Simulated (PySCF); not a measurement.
C4H7FO, SMILES C[C@@]1(O)C[C@H]1F.

Coordinates come from a B3LYP-D3(BJ)/def2-SVP optimisation. The structure was generated by enumeration; whether it is a known compound was not checked. The values are those of a single conformer.

Method: B3LYP-D3(BJ)/def2-SVP in PySCF.

Frequencies are harmonic and unscaled.

**Question.** Estimate the vibrational spectrum. (Estimate from the structure and the level; the computed values follow.)

**Answer.** 
```json
[
 {"mode": "1", "ν (cm⁻¹)": "200", "IR (km/mol)": "0.3", "moving atoms (share of kinetic energy)": "H 74 %, F 12 %, C 12 %"},
 {"mode": "2", "ν (cm⁻¹)": "212", "IR (km/mol)": "4.6", "moving atoms (share of kinetic energy)": "H 36 %, C 28 %, F 27 %, O 9 %"},
 {"mode": "3", "ν (cm⁻¹)": "256", "IR (km/mol)": "4.5", "moving atoms (share of kinetic energy)": "H 37 %, C 29 %, F 23 %, O 11 %"},
 {"mode": "4", "ν (cm⁻¹)": "322", "IR (km/mol)": "85.2", "moving atoms (share of kinetic energy)": "H 83 %, C 12 %"},
 {"mode": "5", "ν (cm⁻¹)": "387", "IR (km/mol)": "6.4", "moving atoms (share of kinetic energy)": "C 35 %, O 33 %, H 23 %, F 9 %"},
 {"mode": "6", "ν (cm⁻¹)": "414", "IR (km/mol)": "28.8", "moving atoms (share of kinetic energy)": "C 35 %, O 32 %, H 29 %"},
 {"mode": "7", "ν (cm⁻¹)": "467", "IR (km/mol)": "9.5", "moving atoms (share of kinetic energy)": "H 36 %, C 30 %, F 24 %, O 9 %"},
 {"mode": "8", "ν (cm⁻¹)": "522", "IR (km/mol)": "2.8", "moving atoms (share of kinetic energy)": "C 44 %, H 31 %, F 13 %, O 12 %"},
 {"mode": "9", "ν (cm⁻¹)": "721", "IR (km/mol)": "7.5", "moving atoms (share of kinetic energy)": "C 60 %, H 27 %, O 12 %"},
 {"mode": "10", "ν (cm⁻¹)": "832", "IR (km/mol)": "15.0", "moving atoms (share of kinetic energy)": "C 43 %, H 41 %, F 13 %"},
 {"mode": "11", "ν (cm⁻¹)": "901", "IR (km/mol)": "13.4", "moving atoms (share of kinetic energy)": "H 68 %, C 29 %"},
 {"mode": "12", "ν (cm⁻¹)": "910", "IR (km/mol)": "3.1", "moving atoms (share of kinetic energy)": "H 50 %, C 43 %"},
 {"mode": "13", "ν (cm⁻¹)": "978", "IR (km/mol)": "8.2", "moving atoms (share of kinetic energy)": "H 51 %, C 33 %, O 16 %"},
 {"mode": "14", "ν (cm⁻¹)": "1010", "IR (km/mol)": "5.4", "moving atoms (share of kinetic energy)": "H 74 %, C 24 %"},
 {"mode": "15", "ν (cm⁻¹)": "1053", "IR (km/mol)": "31.0", "moving atoms (share of kinetic energy)": "C 54 %, H 40 %"},
 {"mode": "16", "ν (cm⁻¹)": "1086", "IR (km/mol)": "24.2", "moving atoms (share of kinetic energy)": "H 57 %, C 41 %"},
 {"mode": "17", "ν (cm⁻¹)": "1102", "IR (km/mol)": "11.7", "moving atoms (share of kinetic energy)": "H 60 %, C 39 %"},
 {"mode": "18", "ν (cm⁻¹)": "1180", "IR (km/mol)": "101.6", "moving atoms (share of kinetic energy)": "C 48 %, H 31 %, F 20 %"},
 {"mode": "19", "ν (cm⁻¹)": "1245", "IR (km/mol)": "94.8", "moving atoms (share of kinetic energy)": "H 57 %, C 32 %, O 10 %"},
 {"mode": "20", "ν (cm⁻¹)": "1300", "IR (km/mol)": "15.7", "moving atoms (share of kinetic energy)": "C 56 %, H 39 %"},
 {"mode": "21", "ν (cm⁻¹)": "1338", "IR (km/mol)": "22.7", "moving atoms (share of kinetic energy)": "H 69 %, C 27 %"},
 {"mode": "22", "ν (cm⁻¹)": "1387", "IR (km/mol)": "2.1", "moving atoms (share of kinetic energy)": "H 80 %, C 19 %"},
 {"mode": "23", "ν (cm⁻¹)": "1406", "IR (km/mol)": "13.9", "moving atoms (share of kinetic energy)": "H 64 %, C 36 %"},
 {"mode": "24", "ν (cm⁻¹)": "1456", "IR (km/mol)": "5.4", "moving atoms (share of kinetic energy)": "H 96 %"},
 {"mode": "25", "ν (cm⁻¹)": "1457", "IR (km/mol)": "3.3", "moving atoms (share of kinetic energy)": "H 86 %, C 14 %"},
 {"mode": "26", "ν (cm⁻¹)": "1512", "IR (km/mol)": "30.6", "moving atoms (share of kinetic energy)": "C 59 %, H 40 %"},
 {"mode": "27", "ν (cm⁻¹)": "3028", "IR (km/mol)": "25.7", "moving atoms (share of kinetic energy)": "H 97 %"},
 {"mode": "28", "ν (cm⁻¹)": "3106", "IR (km/mol)": "18.2", "moving atoms (share of kinetic energy)": "H 91 %, C 9 %"},
 {"mode": "29", "ν (cm⁻¹)": "3124", "IR (km/mol)": "1.4", "moving atoms (share of kinetic energy)": "H 95 %"},
 {"mode": "30", "ν (cm⁻¹)": "3144", "IR (km/mol)": "9.0", "moving atoms (share of kinetic energy)": "H 91 %, C 9 %"},
 {"mode": "31", "ν (cm⁻¹)": "3167", "IR (km/mol)": "8.8", "moving atoms (share of kinetic energy)": "H 92 %, C 8 %"},
 {"mode": "32", "ν (cm⁻¹)": "3228", "IR (km/mol)": "2.7", "moving atoms (share of kinetic energy)": "H 89 %, C 11 %"},
 {"mode": "33", "ν (cm⁻¹)": "3790", "IR (km/mol)": "22.8", "moving atoms (share of kinetic energy)": "H 94 %"}
]
```
